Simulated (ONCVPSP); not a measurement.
What one change does to a pseudopotential (La, ONCV)

- Element: lanthanum (La)
- Generator: ONCVPSP 4.0.1
- Type: optimised norm-conserving Vanderbilt (ONCV)
- Functional: LDA (Perdew-Wang 92)
- Relativity: scalar-relativistic
- Frozen core: [Kr] 4d10
- Valence charge: 11
- Reference configuration: 5s2 5p6 5d1 6s1.5 (charge +0.5)
- Partial waves: 5s+6s: rc 2.85 bohr, ncon 5, nbas 10, qcut 4.8 1/bohr, 2 projectors; 5p: rc 1.75 bohr, ncon 3, nbas 7, qcut 4.8 1/bohr, 3 projectors, debl 2.9 Ha; 5d: rc 3.25 bohr, ncon 4, nbas 8, qcut 5.4 1/bohr, 1 projector; f scattering state at 0.12 Ha: rc 2.95 bohr, ncon 4, nbas 7, qcut 3.3 1/bohr, 1 projector
- Local potential: polynomial inside 1.65 bohr (lpopt 5, dvloc0 0 Ha)
- Core correction: polynomial model core, fcfact 0.35

In the f channel the program set the typed energies aside and used -0.272 Ha.

Change: all radii but the core radius scaled by about 0.82 (s 2.34, p 1.44, d 2.66, f 2.42 bohr); local potential polynomial inside 1.34 bohr (lpopt 5, dvloc0 0 Ha).

Cutoffs: the cutoffs (Ha) at which the residual kinetic energy of the hardest occupied pseudo-wave falls to 1 and 0.1 mHa per electron; they do not see the model core or the augmentation charge, which bear on the density cutoff. Errors are all-electron minus pseudo energies relative to the spin-unpolarised reference configuration.

Q: What does the change do?

A: The potential gets harder (12 Ha and 50 Ha → 16 Ha and 50 Ha); a bound ghost appears in p, s, which as a rule spoils a file; the lowest positive-energy flag moves from s at 36.8 eV to f at 128.8 eV; of the 4 tests that both files solve, the error grows in 0 and shrinks in 2 by more than 15 % and 0.3 meV (median size 1.8 → 1.2 meV). A smaller radius makes the pseudo-wave follow the all-electron one further in, where it bends more sharply, so more plane waves are needed.

```tsv
quantity	base	changed
cutoff, loose	12 Ha	16 Ha
cutoff, tight	50 Ha	50 Ha
loose cutoff by channel	s 7.4 Ha, p 12 Ha, d 6.3 Ha	s 9.3 Ha, p 16 Ha, d 6.0 Ha
bound ghosts	none	s, p
GHOST(+) flags under 300 eV	s at 36.8 eV	f at 128.8 eV
error for 5s2 5p6 5d1 6s2, meV [ΔE -2.48 eV]	+0.3	+0.3
error for 5s2 5p6 5d1 6s1, meV [ΔE 3.68 eV]	-0.8	-0.6
error for 5s2 5p6 5d1 6s0, meV [ΔE 14.82 eV]	-5.5	-3.4
error for 5s2 5p6 5d1 6s0 6p1, meV [ΔE 6.74 eV]	-2.9	-1.7
rms error of d²Exc/dni dnj with the model core, mHa	0.83	0.40
```

Changed file: The cutoffs count occupied waves only; projector 1 of the f channel, the hardest unoccupied one, needs 43 Ha at the loose tolerance. A true bound ghost makes a file unfit for plane-wave use even where its test errors are small: the radial tests pick states by their node count and pass the ghost by.
